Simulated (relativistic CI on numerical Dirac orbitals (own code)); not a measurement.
**How well does a small relativistic CI reproduce Zn4+?**

Calculated at this level of theory: Dirac-Coulomb-Breit CI, separate exchange-only KLI orbitals for each configuration, a model potential for QED, valence Slater integrals scaled by 0.85, P86 correlation energy added to each configuration (own radial code, finite nucleus).

Configurations in the expansion (outside the closed core [Ne]): 3s2.3p6.3d8, 3s2.3p6.3d7.4s, 3s2.3p6.3d7.4p, 3s2.3p5.3d9, 3s2.3p6.3d7.4d, 3s2.3p6.3d7.5s, 3s2.3p6.3d7.5p, 3s2.3p6.3d6.4s2, 3s2.3p6.3d7.4f, 3s2.3p6.3d7.5d, 3s2.3p6.3d6.4s.4p, 3s2.3p6.3d7.5f, 3s2.3p6.3d7.5g, 3s2.3p4.3d10, 3s.3p6.3d9, 3s2.3p6.3d6.4p2. Levels of other configurations are missing.

```
 Configuration  Term (tabulated)  J  Measured (cm⁻¹)  Computed  Error  Purity (%)
   3s2.3p6.3d8                3F  4              0.0         0      0         100
   3s2.3p6.3d8                3F  3           2466.0      2408    -58         100
   3s2.3p6.3d8                3F  2           4036.0      3918   -118          98
   3s2.3p6.3d8                1D  2          18400.0     16642  -1758          82
   3s2.3p6.3d8                3P  2          22663.0     21145  -1518          83
   3s2.3p6.3d8                3P  1          23107.0     21684  -1423         100
   3s2.3p6.3d8                3P  0          23510.0     22060  -1450          99
   3s2.3p6.3d8                1G  4          30600.0     29164  -1436         100
   3s2.3p6.3d8                1S  0          69904.0     62499  -7405          99
3s2.3p6.3d7.4s                5F  5         198961.7    200148   1187          99
3s2.3p6.3d7.4s                5F  4         200644.0    201805   1161          99
3s2.3p6.3d7.4s                5F  3         201972.7    203113   1140          99
3s2.3p6.3d7.4s                5F  2         202929.1    204057   1128          99
3s2.3p6.3d7.4s                3F  4         208715.1    209651    936          98
3s2.3p6.3d7.4s                3F  3         210972.5    211881    908          99
3s2.3p6.3d7.4s                3F  2         212171.1    213361   1190          99
3s2.3p6.3d7.4s                5P  3         221631.3    223280   1648          99
3s2.3p6.3d7.4s                5P  2         222042.1    223738   1696          94
3s2.3p6.3d7.4s                5P  1         222939.9    224590   1650          96
3s2.3p6.3d7.4s                3G  5         226333.9    225811   -523          96
3s2.3p6.3d7.4s                3G  4         227195.3    226659   -536          91
3s2.3p6.3d7.4s                3G  3         228335.1    227804   -531          99
3s2.3p6.3d7.4s              3P †  2         230434.6    233758   3323          85
3s2.3p6.3d7.4s              3P †  1         230614.2    232374   1760          79
3s2.3p6.3d7.4s              3P †  0         231121.8    236377   5255         100
3s2.3p6.3d7.4s                1G  4         231830.8    231171   -660          85
3s2.3p6.3d7.4s              3P †  0         234581.5    233004  -1578         100
3s2.3p6.3d7.4s                3D  3         235598.6    236186    588          99
3s2.3p6.3d7.4s                3H  5         235729.5    234214  -1515          94
3s2.3p6.3d7.4s                3H  4         236968.7    235504  -1465          88
3s2.3p6.3d7.4s                3D  2         237031.9    237771    739          75
3s2.3p6.3d7.4s                1H  5         240446.1    238808  -1638          95
3s2.3p6.3d7.4s                1D  2         241829.3    242358    529          84
3s2.3p6.3d7.4s                3F  2         255481.7    255413    -69          99
3s2.3p6.3d7.4s                3F  3         255763.2    255688    -75          99
3s2.3p6.3d7.4s                3F  4         256235.2    256149    -86          99
3s2.3p6.3d7.4s                1F  3         260879.8    260589   -291          99
3s2.3p6.3d7.4p               5F°  5         284115.5    284376    261          87
3s2.3p6.3d7.4p               5F°  3         285602.6    285924    321          67
3s2.3p6.3d7.4s                3D  2         285884.6    285274   -610          98
3s2.3p6.3d7.4s                3D  3         286575.4    285926   -649          99
3s2.3p6.3d7.4p               5F°  2         286935.9    287221    285          80
3s2.3p6.3d7.4p               5F°  1         287888.3    288148    259          92
3s2.3p6.3d7.4p               5G°  6         288499.9    288349   -151          99
3s2.3p6.3d7.4p               5D°  3         288704.1    288938    233          62
3s2.3p6.3d7.4p               5G°  5         288902.8    288856    -47          71
3s2.3p6.3d7.4p               5G°  4         289827.0    289795    -32          71
3s2.3p6.3d7.4p               5D°  2         289924.5    290148    223          57
3s2.3p6.3d7.4p               5G°  3         290423.9    290418     -6          68
3s2.3p6.3d7.4p               5D°  1         290704.0    291066    362          93
3s2.3p6.3d7.4p               5G°  2         290730.6    290769     39          56
3s2.3p6.3d7.4p               5D°  0         291022.3    291380    358          99
3s2.3p6.3d7.4s                1D  2         291106.6    290286   -820          98
3s2.3p6.3d7.4p               3G°  5         292722.2    292674    -48          80
3s2.3p6.3d7.4p               3F°  4         293463.1    293594    131          91
3s2.3p6.3d7.4p               3G°  4         295168.4    295102    -66          87
3s2.3p6.3d7.4p               3F°  3         295293.2    295395    101          84
3s2.3p6.3d7.4p               3F°  2         296756.7    296838     81          92
3s2.3p6.3d7.4p               3G°  3         296795.7    296737    -58          90
```

Measured levels from Sugar and Musgrove, J. Phys. Chem. Ref. Data 24, 1803 (1995); pairs were made by configuration, J and term (by order where the table uses no LS term), so strongly mixed levels may be paired wrongly.

Mean error by configuration (cm⁻¹): 3s2.3p6.3d8 -1896; 3s2.3p6.3d7.4s 186; 3s2.3p6.3d7.4p 118. Over the excited levels the mean absolute error is 781 cm⁻¹ (58 of the 63 excited levels that our extract of the source holds in range could be paired, and the others can miss by more), and the median relative error of those above 1,000 cm⁻¹ is 0.23 %. † marks terms whose computed intervals miss the measured ones by more than a factor of 2.5, or configurations far off the rest, from wrong mixing, a near crossing or a doubtful label or measurement; they are left out of the means.
